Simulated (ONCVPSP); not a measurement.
# calcium, ONCV: configuration errors across variants

ONCVPSP 4.0.1 input, shortened (lines: element, Z, core and valence counts, functional; n l f; lmax; l rc ep ncon nbas qcut; lloc lpopt rc5 dvloc0; l nproj debl; icmod fcfact rcfact), PW91, fully relativistic:

```
  Ca 20.00    3    3  -109134      upf
    1    0    2.00
    2    0    2.00
    2    1    6.00
    3    0    2.00
    3    1    6.00
    4    0    2.00
    2
    0    2.10    0.00    3    8    4.80
    1    1.40    0.00    3    6   11.70
    2    2.25    0.11    4    8    3.70
    4    5    1.00   -1.00
    0    2    2.20
    1    2    2.40
    2    2    0.70
    1    0.55    0.00
```

Open shells are filled in proportion to 2j + 1.

In the d channel the program set the typed energies aside and used -0.073, 0.627 Ha (j = l + 1/2; the other j can differ).

All-electron excitation energies from the reference (eV): (1) 3s2 3p6 4s1 6.341; (2) 3s2 3p6 4s0 18.201; (3) 3s2 3p6 4s1.5 2.520.

Errors AE − PS in meV (a dash: test not solved or not reliable):

```csv
change,(1),(2),(3),bound ghosts,GHOST(+) flags above zero
base,-0.2,-3.2,0.0,none,s
"local potential polynomial inside 1.00 bohr (lpopt 5, dvloc0 -2.5 Ha)",-0.2,-3.2,0.0,none,"s, d5/2, d3/2"
"local potential polynomial inside 1.00 bohr (lpopt 5, dvloc0 -0.5 Ha)",-0.2,-3.2,0.0,none,s
"local potential polynomial inside 1.00 bohr (lpopt 5, dvloc0 0.5 Ha)",-0.2,-3.2,0.0,none,none
"local potential polynomial inside 1.00 bohr (lpopt 5, dvloc0 1.5 Ha)",-0.2,-3.2,0.0,none,none
"local potential polynomial inside 1.00 bohr (lpopt 5, dvloc0 3 Ha)",-0.2,-3.2,0.0,none,none
"local potential polynomial inside 1.00 bohr (lpopt 5, dvloc0 4 Ha)",-0.2,-3.2,0.0,none,none
"local potential polynomial inside 1.00 bohr (lpopt 5, dvloc0 5.5 Ha)",-0.2,-3.2,0.0,none,none
"local potential polynomial inside 1.00 bohr (lpopt 5, dvloc0 7 Ha)",-0.2,-3.2,0.0,none,none
"local potential polynomial inside 1.00 bohr (lpopt 5, dvloc0 9 Ha)",-0.3,-3.3,0.0,none,none
```

Task: Give the same row for: local potential polynomial inside 1.00 bohr (lpopt 5, dvloc0 8.5 Ha).

Result: -0.3, -3.2, 0.0; bound ghosts: none; GHOST(+) flags above zero: none.
